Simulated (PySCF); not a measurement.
# Basis-set dependence of population analyses: `C#C[Si@H]([SiH3])C#N`

C₃H₅NSi₂.
Numbering: `[CH:1]#[C:2][Si@H:3]([SiH3:4])[C:5]#[N:6]` (hydrogens: H7 on C1; H8 on Si3; H9, H10, H11 on Si4)

PBE0 throughout (PySCF), one geometry, spherical d and f functions. Geometry: PBE0-D3(BJ)/def2-SVP; no solvent, vibrations or thermal averaging. The first 7 of 9 kinds of atom are listed.

Mulliken charges (e):

```csv
basis,functions,C1,C2,Si3,Si4,C5,N6,H7
STO-3G,43,-0.129,-0.235,+0.572,+0.374,-0.129,-0.198,+0.121
6-31G,72,-0.307,-0.235,+0.640,+0.283,-0.099,-0.281,+0.276
pcSseg-0,72,-0.341,-0.408,+0.911,+0.104,-0.226,-0.375,+0.296
6-31G*,102,-0.176,-0.159,+0.343,+0.134,+0.011,-0.267,+0.250
def2-SVP,117,-0.207,-0.017,+0.370,+0.196,-0.236,-0.058,+0.062
cc-pVDZ,117,-0.130,-0.029,+0.360,+0.088,-0.162,-0.110,+0.034
aug-cc-pVDZ,191,+1.251,-0.778,+0.180,-0.957,-0.076,-0.343,-0.464
"6-311+G(2d,p)",208,-0.226,+0.015,+0.366,+0.162,-0.149,-0.235,+0.171
def2-TZVP,228,-0.152,-0.160,+0.286,+0.028,-0.208,-0.028,+0.192
cc-pVTZ,258,-0.074,-0.224,+0.338,+0.058,-0.190,-0.062,+0.167
IGLO-III,278,-0.204,-0.115,+0.377,+0.560,+0.047,-0.318,+0.168
```

IAO charges (e):

```json
{"basis": "STO-3G", "functions": "43", "C1": "-0.138", "C2": "-0.305", "Si3": "+0.601", "Si4": "+0.413", "C5": "-0.178", "N6": "-0.150", "H7": "+0.161"}
{"basis": "6-31G", "functions": "72", "C1": "-0.155", "C2": "-0.298", "Si3": "+0.542", "Si4": "+0.188", "C5": "-0.131", "N6": "-0.179", "H7": "+0.210"}
{"basis": "pcSseg-0", "functions": "72", "C1": "-0.139", "C2": "-0.303", "Si3": "+0.548", "Si4": "+0.131", "C5": "-0.134", "N6": "-0.178", "H7": "+0.202"}
{"basis": "6-31G*", "functions": "102", "C1": "-0.142", "C2": "-0.334", "Si3": "+0.632", "Si4": "+0.290", "C5": "-0.153", "N6": "-0.182", "H7": "+0.207"}
{"basis": "def2-SVP", "functions": "117", "C1": "-0.144", "C2": "-0.327", "Si3": "+0.625", "Si4": "+0.297", "C5": "-0.156", "N6": "-0.174", "H7": "+0.203"}
{"basis": "cc-pVDZ", "functions": "117", "C1": "-0.154", "C2": "-0.327", "Si3": "+0.624", "Si4": "+0.288", "C5": "-0.155", "N6": "-0.176", "H7": "+0.210"}
{"basis": "aug-cc-pVDZ", "functions": "191", "C1": "-0.162", "C2": "-0.326", "Si3": "+0.626", "Si4": "+0.292", "C5": "-0.144", "N6": "-0.192", "H7": "+0.214"}
{"basis": "6-311+G(2d,p)", "functions": "208", "C1": "-0.160", "C2": "-0.336", "Si3": "+0.648", "Si4": "+0.314", "C5": "-0.151", "N6": "-0.193", "H7": "+0.214"}
{"basis": "def2-TZVP", "functions": "228", "C1": "-0.159", "C2": "-0.339", "Si3": "+0.655", "Si4": "+0.318", "C5": "-0.154", "N6": "-0.190", "H7": "+0.214"}
{"basis": "cc-pVTZ", "functions": "258", "C1": "-0.159", "C2": "-0.335", "Si3": "+0.646", "Si4": "+0.305", "C5": "-0.153", "N6": "-0.187", "H7": "+0.215"}
{"basis": "IGLO-III", "functions": "278", "C1": "-0.160", "C2": "-0.338", "Si3": "+0.654", "Si4": "+0.317", "C5": "-0.153", "N6": "-0.192", "H7": "+0.215"}
```

Hirshfeld charges (e):

```json
{"basis": "STO-3G", "functions": "43", "C1": "-0.087", "C2": "-0.163", "Si3": "+0.407", "Si4": "+0.280", "C5": "-0.074", "N6": "-0.175", "H7": "+0.079"}
{"basis": "6-31G", "functions": "72", "C1": "-0.063", "C2": "-0.157", "Si3": "+0.320", "Si4": "+0.212", "C5": "-0.043", "N6": "-0.180", "H7": "+0.112"}
{"basis": "pcSseg-0", "functions": "72", "C1": "-0.062", "C2": "-0.164", "Si3": "+0.339", "Si4": "+0.227", "C5": "-0.050", "N6": "-0.180", "H7": "+0.108"}
{"basis": "6-31G*", "functions": "102", "C1": "-0.057", "C2": "-0.152", "Si3": "+0.309", "Si4": "+0.219", "C5": "-0.030", "N6": "-0.187", "H7": "+0.114"}
{"basis": "def2-SVP", "functions": "117", "C1": "-0.059", "C2": "-0.154", "Si3": "+0.328", "Si4": "+0.240", "C5": "-0.035", "N6": "-0.184", "H7": "+0.108"}
{"basis": "cc-pVDZ", "functions": "117", "C1": "-0.061", "C2": "-0.153", "Si3": "+0.325", "Si4": "+0.234", "C5": "-0.040", "N6": "-0.179", "H7": "+0.109"}
{"basis": "aug-cc-pVDZ", "functions": "191", "C1": "-0.061", "C2": "-0.159", "Si3": "+0.332", "Si4": "+0.236", "C5": "-0.038", "N6": "-0.195", "H7": "+0.108"}
{"basis": "6-311+G(2d,p)", "functions": "208", "C1": "-0.060", "C2": "-0.161", "Si3": "+0.329", "Si4": "+0.241", "C5": "-0.037", "N6": "-0.196", "H7": "+0.110"}
{"basis": "def2-TZVP", "functions": "228", "C1": "-0.059", "C2": "-0.156", "Si3": "+0.325", "Si4": "+0.235", "C5": "-0.035", "N6": "-0.194", "H7": "+0.109"}
{"basis": "cc-pVTZ", "functions": "258", "C1": "-0.060", "C2": "-0.154", "Si3": "+0.326", "Si4": "+0.233", "C5": "-0.035", "N6": "-0.191", "H7": "+0.109"}
{"basis": "IGLO-III", "functions": "278", "C1": "-0.064", "C2": "-0.157", "Si3": "+0.334", "Si4": "+0.237", "C5": "-0.036", "N6": "-0.199", "H7": "+0.108"}
```

ESP-fitted charges (e):

```json
{"basis": "STO-3G", "functions": "43", "C1": "-0.284", "C2": "-0.066", "Si3": "+0.256", "Si4": "+0.245", "C5": "+0.216", "N6": "-0.374", "H7": "+0.212"}
{"basis": "6-31G", "functions": "72", "C1": "-0.313", "C2": "-0.106", "Si3": "+0.244", "Si4": "+0.217", "C5": "+0.250", "N6": "-0.404", "H7": "+0.297"}
{"basis": "pcSseg-0", "functions": "72", "C1": "-0.288", "C2": "-0.166", "Si3": "+0.325", "Si4": "+0.179", "C5": "+0.231", "N6": "-0.407", "H7": "+0.300"}
{"basis": "6-31G*", "functions": "102", "C1": "-0.307", "C2": "-0.109", "Si3": "+0.278", "Si4": "+0.138", "C5": "+0.189", "N6": "-0.362", "H7": "+0.302"}
{"basis": "def2-SVP", "functions": "117", "C1": "-0.302", "C2": "-0.107", "Si3": "+0.266", "Si4": "+0.138", "C5": "+0.192", "N6": "-0.359", "H7": "+0.295"}
{"basis": "cc-pVDZ", "functions": "117", "C1": "-0.312", "C2": "-0.101", "Si3": "+0.269", "Si4": "+0.103", "C5": "+0.175", "N6": "-0.346", "H7": "+0.299"}
{"basis": "aug-cc-pVDZ", "functions": "191", "C1": "-0.374", "C2": "-0.034", "Si3": "+0.202", "Si4": "+0.121", "C5": "+0.236", "N6": "-0.394", "H7": "+0.319"}
{"basis": "6-311+G(2d,p)", "functions": "208", "C1": "-0.375", "C2": "-0.047", "Si3": "+0.225", "Si4": "+0.115", "C5": "+0.219", "N6": "-0.386", "H7": "+0.326"}
{"basis": "def2-TZVP", "functions": "228", "C1": "-0.368", "C2": "-0.044", "Si3": "+0.217", "Si4": "+0.126", "C5": "+0.223", "N6": "-0.385", "H7": "+0.321"}
{"basis": "cc-pVTZ", "functions": "258", "C1": "-0.361", "C2": "-0.051", "Si3": "+0.222", "Si4": "+0.132", "C5": "+0.212", "N6": "-0.376", "H7": "+0.317"}
{"basis": "IGLO-III", "functions": "278", "C1": "-0.367", "C2": "-0.032", "Si3": "+0.180", "Si4": "+0.133", "C5": "+0.234", "N6": "-0.389", "H7": "+0.318"}
```

Problem. Which scheme is steadiest as the basis changes?

Solution. Largest range over the bases for any column: Hirshfeld 0.10 e, ESP-fitted 0.14 e, IAO 0.28 e, Mulliken 1.59 e. Hirshfeld charges move least and Mulliken charges most, counted in e. Without the minimal STO-3G basis the ranges are Hirshfeld 0.03, ESP-fitted 0.14, IAO 0.19, Mulliken 1.59 e.

Problem. How much do the charges still move between the two largest bases, cc-pVTZ and IGLO-III?

Solution. At most, over all atoms: Mulliken 0.502 e, IAO 0.011 e, Hirshfeld 0.008 e, ESP-fitted 0.042 e.

Problem. What do the same runs give for the total energy, the frontier levels and the dipole moment?

Solution. 
```csv
basis,energy (Eh),HOMO (eV),LUMO (eV),μ (D)
STO-3G,-741.7198,-6.08,3.57,3.54
6-31G,-750.3838,-8.22,-0.53,3.92
pcSseg-0,-749.4573,-8.59,-0.83,4.07
6-31G*,-750.4879,-8.17,-0.67,3.85
def2-SVP,-750.2162,-8.33,-0.91,3.79
cc-pVDZ,-750.5336,-8.24,-0.81,3.74
aug-cc-pVDZ,-750.5453,-8.36,-1.05,3.99
"6-311+G(2d,p)",-750.5958,-8.40,-1.13,4.02
def2-TZVP,-750.6120,-8.38,-1.08,3.96
cc-pVTZ,-750.6105,-8.35,-1.02,3.91
IGLO-III,-750.6138,-8.40,-1.13,4.01
```

The dipole is fixed by the density alone, so its range of 0.53 D shows that the density itself changes with the basis, not only its division among atoms.
